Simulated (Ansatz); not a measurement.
Z-matrix (Å, degrees):
```
Al
O 1 1.674
F 1 1.638 2 122.4
F 1 1.633 2 119.0 3 180.0
H 2 0.955 1 123.7 3 -0.0
```

Total charge 0; spin multiplicity 1.

List the ωB97M-V/def2-TZVPP orbital energies in eV (Ansatz 0.2.0). (Best estimate.)

Computed: Occupied: -1533.03, -677.03, -676.97, -526.28, -117.64, -77.31, -77.16, -77.12, -35.30, -35.06, -30.64, -17.47, -16.10, -15.35, -14.80, -14.74, -14.37, -14.16, -12.83, -12.45. Lowest empty: 0.52, 1.70, 2.71, 3.47, 4.35, 6.40, 7.12, 7.48.
